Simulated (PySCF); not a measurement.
PySCF job for Si(H)(Cl)2(NH2) (Cl₂H₃NSi), SMILES N[SiH](Cl)Cl, TDDFT-LC-ωPBE/def2-SVPD. Geometry optimised at PBE-D3(BJ)/def2-SVP. The values are those of a single conformer.

```python
import numpy as np
from pyscf import gto, scf, dft, tdscf

mol = gto.M(
    atom='''
    Si    0.48265498    0.32243059    0.05169986
    N     0.00940050    1.95642403   -0.20022696
    Cl   -0.42847728   -0.63172408    1.67072561
    Cl   -0.05193562   -0.73879547   -1.64440675
    H     1.95417797    0.26629237    0.28370563
    H     0.33369482    2.66700655    0.46175779
    H    -0.94382660    2.15653720   -0.51509355
    ''',
    basis='def2-SVPD',
    charge=0,
    spin=0,
    max_memory=1600,
    verbose=4,
)
mf = dft.RKS(mol, xc='lc_wpbe').density_fit(auxbasis='def2-universal-jkfit')
mf.grids.level = 3
mf.conv_tol = 1e-9
mf.max_cycle = 100
mf.kernel()
mf.grids = dft.Grids(mol).set(level=1).build(with_non0tab=True)  # coarser grid for the response kernel
td = tdscf.TDDFT(mf)
td.singlet = True
td.nstates = 10
td.conv_tol = 1e-4
td.kernel(x0=td.get_init_guess(mf, 15))
td.analyze()
tt = tdscf.TDA(mf)
tt.singlet = False
tt.nstates = 4
tt.conv_tol = 1e-4
tt.kernel(x0=tt.get_init_guess(mf, 9))
tt.analyze(verbose=3)
```

It prints:

```
PySCF version 2.14.0

[INPUT] verbose = 4
[INPUT] num. atoms = 7
[INPUT] num. electrons = 58
[INPUT] charge = 0
[INPUT] spin (= nelec alpha-beta = 2S) = 0
[INPUT] symmetry False subgroup None
[INPUT] Mole.unit = angstrom
[INPUT] Symbol           X                Y                Z      unit          X                Y                Z       unit  Magmom
[INPUT]  1 Si     0.482654980000   0.322430590000   0.051699860000 AA    0.912085724857   0.609305509282   0.097698576078 Bohr   0.0
[INPUT]  2 N      0.009400500000   1.956424030000  -0.200226960000 AA    0.017764370434   3.697105600218  -0.378374117154 Bohr   0.0
[INPUT]  3 Cl    -0.428477280000  -0.631724080000   1.670725610000 AA   -0.809704709799  -1.193785497493   3.157213832197 Bohr   0.0
[INPUT]  4 Cl    -0.051935620000  -0.738795470000  -1.644406750000 AA   -0.098144097909  -1.396121100369  -3.107478394886 Bohr   0.0
[INPUT]  5 H      1.954177970000   0.266292370000   0.283705630000 AA    3.692861161959   0.503219648361   0.536125940697 Bohr   0.0
[INPUT]  6 H      0.333694820000   2.667006550000   0.461757790000 AA    0.630591818986   5.039911951921   0.872595758984 Bohr   0.0
[INPUT]  7 H     -0.943826600000   2.156537200000  -0.515093550000 AA   -1.783573783079   4.075264685436  -0.973385738030 Bohr   0.0

nuclear repulsion = 273.859115003727
number of shells = 52
number of NR pGTOs = 192
number of NR cGTOs = 122
basis = def2-SVPD
ecp = {}


[settings echo left out]
init E= -1265.9558648868
  HOMO = -0.341299358562739  LUMO = 0.0125420803155842  gap/eV = 9.62852
cycle= 1 E= -1265.74464017382  delta_E= 0.211  |g|= 0.45  |ddm|= 3.04
  HOMO = -0.392931330748099  LUMO = 0.051160122535185  gap/eV = 12.08434
cycle= 2 E= -1265.77961522979  delta_E= -0.035  |g|= 0.323  |ddm|= 1.23
  HOMO = -0.419182352118034  LUMO = 0.0672530066320167  gap/eV = 13.23658
cycle= 3 E= -1265.80490788553  delta_E= -0.0253  |g|= 0.0357  |ddm|= 0.456
  HOMO = -0.409019972625681  LUMO = 0.0706022512324895  gap/eV = 13.05119
cycle= 4 E= -1265.80524857041  delta_E= -0.000341  |g|= 0.0189  |ddm|= 0.0977
  HOMO = -0.412292228437174  LUMO = 0.0701681220425314  gap/eV = 13.12841
cycle= 5 E= -1265.80534216499  delta_E= -9.36e-05  |g|= 0.0033  |ddm|= 0.0289
  HOMO = -0.411764818584407  LUMO = 0.0702141356410482  gap/eV = 13.11532
cycle= 6 E= -1265.80534800127  delta_E= -5.84e-06  |g|= 0.00078  |ddm|= 0.0161
  HOMO = -0.41192904785045  LUMO = 0.0701768489720642  gap/eV = 13.11877
cycle= 7 E= -1265.80534837357  delta_E= -3.72e-07  |g|= 0.000195  |ddm|= 0.00361
  HOMO = -0.411914112455238  LUMO = 0.0701795339826572  gap/eV = 13.11844
cycle= 8 E= -1265.80534840344  delta_E= -2.99e-08  |g|= 5.7e-05  |ddm|= 0.00101
  HOMO = -0.411917336157578  LUMO = 0.0701791758133132  gap/eV = 13.11851
cycle= 9 E= -1265.80534840588  delta_E= -2.44e-09  |g|= 1.13e-05  |ddm|= 0.00027
  HOMO = -0.411916589833624  LUMO = 0.0701795141832648  gap/eV = 13.11850
cycle= 10 E= -1265.80534840597  delta_E= -8.91e-11  |g|= 3.35e-06  |ddm|= 3.38e-05
  HOMO = -0.411916407518748  LUMO = 0.0701795468955755  gap/eV = 13.11850
Extra cycle  E= -1265.80534840598  delta_E= -8.87e-12  |g|= 1.67e-06  |ddm|= 9.3e-06
converged SCF energy = -1265.80534840598
tot grids = 31584


******** <class 'pyscf.tdscf.rks.TDDFT'> for <class 'pyscf.df.df_jk.DFRKS'> ********
nstates = 10 singlet
deg_eia_thresh = 1.000e-03
wfnsym = None
conv_tol = 0.0001
eigh lindep = 1e-12
eigh level_shift = 0
eigh max_cycle = 100


Excitation energies (eV)
[7.67586949 7.94935192 8.42541324 8.49681097 8.563107   8.83562213
 9.02899834 9.11564283 9.17833784 9.37318099]

** Singlet excitation energies and oscillator strengths **
Excited State   1:      7.67587 eV    161.52 nm  f=0.0461
      29 -> 30        0.58312
      29 -> 31       -0.22106
      29 -> 33        0.20178
Excited State   2:      7.94935 eV    155.97 nm  f=0.0012
      29 -> 30        0.15585
      29 -> 31        0.55705
      29 -> 34       -0.23920
      29 -> 35        0.11318
      29 -> 38        0.15188
Excited State   3:      8.42541 eV    147.16 nm  f=0.0280
      25 -> 32       -0.11759
      27 -> 31       -0.34815
      27 -> 34        0.10650
      28 -> 30        0.14749
      28 -> 31        0.30185
      28 -> 32       -0.13121
      28 -> 34       -0.12858
      29 -> 32       -0.32699
      29 -> 35       -0.13841
Excited State   4:      8.49681 eV    145.92 nm  f=0.0531
      26 -> 31        0.18455
      27 -> 31        0.45513
      27 -> 34       -0.13478
      28 -> 31        0.37538
      28 -> 34       -0.12208
Excited State   5:      8.56311 eV    144.79 nm  f=0.0280
      25 -> 31        0.12430
      26 -> 30        0.11607
      26 -> 31        0.35904
      26 -> 34       -0.12379
      27 -> 32        0.16533
      28 -> 31       -0.22251
      28 -> 32        0.15911
      29 -> 32       -0.34190
      29 -> 35       -0.10775
Excited State   6:      8.83562 eV    140.32 nm  f=0.0878
      25 -> 31       -0.33186
      26 -> 31        0.28269
      27 -> 31       -0.19123
      28 -> 31        0.15161
      28 -> 32        0.24279
      29 -> 32        0.20663
Excited State   7:      9.02900 eV    137.32 nm  f=0.0228
      26 -> 31        0.32572
      27 -> 30        0.13201
      27 -> 32       -0.10979
      28 -> 30        0.26880
      28 -> 31       -0.15378
      28 -> 32       -0.25616
      28 -> 35       -0.12890
      29 -> 31       -0.11077
      29 -> 32        0.14498
      29 -> 33       -0.19091
Excited State   8:      9.11564 eV    136.01 nm  f=0.0396
      25 -> 31       -0.10220
      28 -> 31        0.10393
      28 -> 32        0.15544
      29 -> 31       -0.13866
      29 -> 33       -0.38994
      29 -> 34       -0.25002
      29 -> 35       -0.18072
      29 -> 37       -0.11002
      29 -> 40       -0.12131
      29 -> 41        0.20829
Excited State   9:      9.17834 eV    135.08 nm  f=0.0936
      25 -> 30        0.16547
      25 -> 31        0.23399
      25 -> 32       -0.20708
      26 -> 30        0.15878
      26 -> 32       -0.12045
      27 -> 30       -0.18430
      27 -> 32        0.32051
      28 -> 31        0.12645
      28 -> 32       -0.12153
      29 -> 31       -0.10124
      29 -> 32        0.20601
      29 -> 35        0.10367
Excited State  10:      9.37318 eV    132.28 nm  f=0.0078
      25 -> 31        0.28443
      26 -> 31        0.11541
      27 -> 30        0.20804
      27 -> 31       -0.12600
      27 -> 32       -0.15395
      27 -> 35       -0.12484
      28 -> 30       -0.36003
      28 -> 31        0.15303
      28 -> 40        0.10689
      29 -> 37       -0.10503

** Transition electric dipole moments (AU) **
state          X           Y           Z        Dip. S.      Osc.
  1         0.1869      0.2309     -0.3958      0.2449      0.0461
  2         0.0134      0.0608      0.0485      0.0062      0.0012
  3        -0.1396      0.1839      0.2868      0.1356      0.0280
  4         0.4489      0.1095      0.2040      0.2551      0.0531
  5        -0.0776      0.3233     -0.1521      0.1337      0.0280
  6        -0.2370     -0.5184      0.2843      0.4057      0.0878
  7         0.1180     -0.2979      0.0237      0.1032      0.0228
  8        -0.2811      0.3114     -0.0344      0.1772      0.0396
  9        -0.1553     -0.0515      0.6243      0.4165      0.0936
 10         0.0293     -0.0816     -0.1627      0.0340      0.0078

** Transition velocity dipole moments (imaginary part, AU) **
state          X           Y           Z        Dip. S.      Osc.
  1         0.0554      0.0671     -0.1190      0.0217      0.0514
  2         0.0057      0.0181      0.0121      0.0005      0.0012
  3        -0.0432      0.0585      0.0913      0.0136      0.0293
  4         0.1421      0.0347      0.0638      0.0255      0.0544
  5        -0.0243      0.1041     -0.0497      0.0139      0.0294
  6        -0.0790     -0.1710      0.0941      0.0443      0.0910
  7         0.0368     -0.1027      0.0078      0.0120      0.0240
  8        -0.0958      0.1062     -0.0110      0.0206      0.0409
  9        -0.0558     -0.0160      0.2153      0.0497      0.0983
 10         0.0124     -0.0280     -0.0555      0.0040      0.0078

** Transition magnetic dipole moments (imaginary part, AU) **
state          X           Y           Z
  1         0.7975      0.0604      0.5131
  2        -0.1530      0.1640      0.1653
  3         0.0579     -0.4905     -0.1199
  4         0.1318      0.3255     -0.7405
  5         0.0987      0.3094     -0.2755
  6         0.1629      0.4255      0.1718
  7         0.3330     -0.8155      0.4664
  8        -0.0654      0.1091     -0.5118
  9         0.1998      0.8181      0.2021
 10        -0.2380      0.3507      0.2066


******** <class 'pyscf.tdscf.rks.TDA'> for <class 'pyscf.df.df_jk.DFRKS'> ********
nstates = 4 triplet
deg_eia_thresh = 1.000e-03
wfnsym = None
conv_tol = 0.0001
eigh lindep = 1e-12
eigh level_shift = 0
eigh max_cycle = 100


Excitation energies (eV)
[7.14105011 7.60843186 7.82453625 7.86403174]

** Triplet excitation energies and oscillator strengths **
Excited State   1:      7.14105 eV    173.62 nm  f=0.0000
Excited State   2:      7.60843 eV    162.96 nm  f=0.0000
Excited State   3:      7.82454 eV    158.46 nm  f=0.0000
Excited State   4:      7.86403 eV    157.66 nm  f=0.0000
```

The calculation finished and met its thresholds.

Cost: around 4 core-minutes (rough).
